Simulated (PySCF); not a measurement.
System: CH$_{3}$Si, charge 0, multiplicity 2. It need not be the lowest isomer of its formula. 
Coordinates optimised at B3LYP-D3(BJ)/def2-TZVP (Ansatz):
SMILES: C=[SiH]
```xyz
5

C     -1.0946    -0.0911    -0.0174
Si     0.6114    -0.0386     0.0085
H     -1.6691     0.8306    -0.0133
H     -1.6688    -1.0070    -0.0383
H      1.3450     1.2633     0.0370
```
Charge 0, spin multiplicity 2.

Dispersion corrections to the total energy (kcal/mol) from the dftd3 and dftd4 libraries through PySCF: D3(BJ) without and D4 with the three-body term, each with the damping fitted for the functional named.

```csv
functional,D3(BJ),D4
B2GP-PLYP,(withheld),-0.62
LC-wPBE,-1.58,(withheld)
B3LYP,-3.07,-2.54
r2SCAN,-0.42,-0.34
revPBE,-4.32,-5.10
CAM-B3LYP,-1.31,-1.28
BLYP,-3.74,(withheld)
```

**Question.** Fill in the missing entries.

**Answer.** 
- B2GP-PLYP, D3(BJ): -1.34
- LC-wPBE, D4: -1.73
- BLYP, D4: -3.53
